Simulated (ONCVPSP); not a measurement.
**Re (Z = 75): excitation energies, all-electron against ONCV**

Re (Z = 75), optimised norm-conserving Vanderbilt (ONCV), made with ONCVPSP 4.0.1 (PBE, fully relativistic). Core [Kr] 4d10 4f14, reference 5s2 5p6 5d5 6s1.5 (charge +0.5). Waves: 5s+6s: rc 1.74 bohr, ncon 4, nbas 8, qcut 7.2 1/bohr, 3 projectors, debl 0.8 Ha; 5p: rc 1.15 bohr, ncon 5, nbas 8, qcut 7.7 1/bohr, 2 projectors, debl 2.2 Ha; 5d: rc 2.40 bohr, ncon 4, nbas 8, qcut 5.5 1/bohr, 1 projector. Local part: polynomial inside 0.95 bohr (lpopt 5, dvloc0 6 Ha). Core correction: Teter function, fcfact 4.75, rcfact 1.35.

Open shells are filled in proportion to 2j + 1.

Energies are relative to the spin-unpolarised reference configuration 5s2 5p6 5d5 6s1.5; without spin polarisation the order of configurations can differ from experiment.

| valence configuration | charge | ΔE all-electron (eV) | error AE − PS (meV) |
| --- | --- | --- | --- |
| 5s2 5p6 5d5 6s2 | 0 | -3.785 | 0.0 |
| 5s2 5p6 5d5 6s1 | +1 | 5.470 | 0.0 |
| 5s2 5p6 5d5 6s0 | +2 | 21.795 | -1.5 |

Task: What are ΔE and the potential's error for 5s2 5p6 5d4 6s0?

Result: ΔE = 48.915 eV all-electron; the error (AE − PS) is -3.0 meV.

Levels in the configuration 5s2 5p6 5d5 6s2:

| level | all-electron (eV) | pseudo (eV) |
| --- | --- | --- |
| 5s j=1/2 | -85.052 | -85.031 |
| 5p j=3/2 | -43.960 | -43.957 |
| 5p j=1/2 | -54.939 | -54.932 |
| 5d j=5/2 | -5.029 | -5.028 |
| 5d j=3/2 | -5.911 | -5.909 |
| 6s j=1/2 | -5.949 | -5.949 |
